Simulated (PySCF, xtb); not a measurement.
1,1,2,2-tetrafluoroethane (C2H2F4), SMILES FC(F)C(F)F. The values are those of a single conformer.

Harmonic wavenumbers (cm⁻¹) from GFN2-xTB (xtb 6.7.1) at its own minimum, in rising order: 55, 171, 337, 384, 456, 489, 580, 1012, 1061, 1083, 1088, 1098, 1190, 1233, 1248, 1296, 2909, 2926.

Question: What does B3LYP-D3(BJ)/def2-SVP in PySCF give at its own minimum? (The exact figures need the calculation; the answer reports its results.)

Answer: 83, 206, 365, 417, 489, 549, 634, 1123, 1145, 1160, 1164, 1179, 1319, 1370, 1399, 1476, 3075, 3085. Paired by order, the mean absolute difference is 90 cm⁻¹ and the zero-point energies are 26.6 and 28.9 kcal/mol.
